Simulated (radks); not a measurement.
Results of a calculation; reference values are marked as such.
Effect of the nuclear size on the thulium ion Tm3+, [Xe] 4f12. Code: a radial shooting solver on a logarithmic mesh with Libxc functionals. Model: Dirac Kohn-Sham, relativistic LDA (MacDonald-Vosko exchange, VWN5 correlation), spin-unpolarised, spherical densities, finite nucleus; open shells fill j = l - 1/2 first; Fermi nuclear charge, rms radius 5.2256 fm. The rms radius is varied about that value; shifts are against it.

| rms radius (fm) | total energy shift (eV) | density at nucleus (e/bohr^3) | 1s1/2 shift (meV) | 2s1/2 shift (meV) | 4p1/2 shift (meV) | 5s1/2 shift (meV) | 5p1/2 shift (meV) | 4f7/2 shift (meV) | 6s1/2 (empty) shift (meV) |
|---|---|---|---|---|---|---|---|---|---|
| 4.4418 | -9.65 | 9.831e+05 | -3920 | -529 | 0.125 | -4.53 | 0.126 | 0.549 | -0.800 |
| 4.8598 | -4.64 | 9.571e+05 | -1890 | -254 | 0.060 | -2.18 | 0.061 | 0.264 | -0.385 |
| 5.2256 | 0 | 9.366e+05 | 0.000 | 0.000 | 0.000 | 0.000 | 0.000 | 0.000 | 0.000 |
| 5.6227 | 5.30 | 9.163e+05 | 2160 | 291 | -0.067 | 2.49 | -0.069 | -0.302 | 0.440 |
| 6.0617 | 11.5 | 8.96e+05 | 4670 | 629 | -0.145 | 5.39 | -0.149 | -0.653 | 0.952 |

Slopes of the eigenvalues against <r^2> in GHz/fm^2, as finite differences over the two radii next to the reference (eigenvalue slopes, not the field-shift constants of lines): 1s1/2 122000, 2s1/2 16500, 4p1/2 -3.84, 5s1/2 141, 5p1/2 -3.92, 4f7/2 -17.1, 6s1/2 (empty) 24.9.
